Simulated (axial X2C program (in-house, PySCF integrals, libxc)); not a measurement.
# Potential curves of WH⁻, 2c

Computed with an in-house relativistic program for diatomic molecules. Two-component (2c) means X2C with spin–orbit coupling and atomic mean-field two-electron Coulomb and Gaunt terms. Basis: W dyall-acv3z [14s15p10d7f4g], H dyall-av3z [7s3p2d] (cores contracted in-house); Gaussian nuclei, density fitting, unrestricted open shells. Masses: W 183.951 u, H 1.008 u.

State: Ω = 2 (⟨Sz⟩ = 1.96, ⟨Lz⟩ = 0.04 at BHandHLYP). Energies in eV from the fragments at the same level (W- + H). Fits are polynomials in 1 − R0/R over 0.85 to 1.23 times the lowest point R0.

```tsv
R (Å)	BHandHLYP	PBE0
1.5129	-2.2866	-2.2492
1.5825	-2.5278	-2.4748
1.6347	-2.6385	-2.5747
1.6868	-2.7015	-2.6275
1.7390	-2.7262	-2.6429
1.7999	-2.7166	-2.6233
1.8607	-2.6752	-2.5728
1.9390	-2.5873	-2.4748
2.0346	-2.4450	-2.3220
2.1738	-2.2011	-2.0665
```

One determinant describes the state; a PBE0 search over occupations chose it and may have missed a lower one. Dissociation energies refer to the lowest single-determinant-based atoms at the same level and basis. Density functionals use the spin component along the axis (collinear). The highest occupied level is positive at some bond lengths even in Hartree–Fock (under at least one Hamiltonian), so the basis set holds the extra electron there; where that holds at Re the anion is at best weakly bound and its constants depend on the basis. PBE0 can misorder states that lie within some tenths of an eV, so this need not be the ground state of the molecule. The nearest other 2c determinant of the search, Ω = 3, lies 0.20 eV up at the distance of the search. The functionals have no current-density term, which raises determinants with orbital currents, atoms included. With several unpaired electrons one determinant need not be a pure state. Open-shell Ω = 0 determinants with evenly filled partner blocks cannot be reached by this program, so the Ω shown need not be the lowest component. The determinant is spin-polarised beyond a pure state at some levels (its spin-free form has ⟨S²⟩ too high), which makes Re and μ there less reliable.

Task: What are Re, ωe and De at the BHandHLYP level?

Result: At BHandHLYP, 2c: Re = 1.753 Å, ωe ≈ 1690 cm⁻¹, De = 2.73 eV to W- + H; Be follows as 5.47 cm⁻¹.

Task: Fit the PBE0 curve near its minimum: give the equilibrium distance, the harmonic wavenumber and the well depth.

Result: At PBE0, 2c: Re = 1.738 Å, ωe ≈ 1730 cm⁻¹, De = 2.64 eV to W- + H; Be follows as 5.57 cm⁻¹.
